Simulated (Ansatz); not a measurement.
Frontier orbitals of CH₄N₂OSi, SMILES `N=C1O[SiH]1N`.

```xyz
9

N    -0.432   -0.908    2.272
C    -0.228   -0.227    1.250
O     0.822    0.664    0.919
Si   -0.269    0.542   -0.364
N     0.179   -0.200   -1.802
H     0.302   -0.762    2.970
H    -1.047    1.751   -0.690
H     0.012    0.220   -2.700
H     0.661   -1.081   -1.855
```

The species carries charge 0 and has multiplicity 1. The geometry is a stationary point of PBE0-D4/def2-TZVP. It is one conformer, not always the lowest. Basis def2-TZVPP, the Gaussian-basis code of Ansatz.

Orbital energies of one run (eV). Highest occupied ones, from the top: -6.27, -6.96, -7.40, -8.35, -9.54, -10.72, -11.57, -12.62, -13.60, -13.97, -15.24, -23.64, -23.74, -28.27. Empty: -1.00, -0.37, 0.13, 1.01, 1.48, 1.62.

Problem. Which functional gave them?
A. B97M-V
B. r2SCANh
C. LC-ωPBE
D. HSE06 (plane-wave form)

Solution. A. HOMO energies: B97M-V -6.27, r2SCANh -6.65, HSE06 -6.84, LC-ωPBE -9.92 eV.

LC-ωPBE has ω = 0.4 bohr⁻¹.
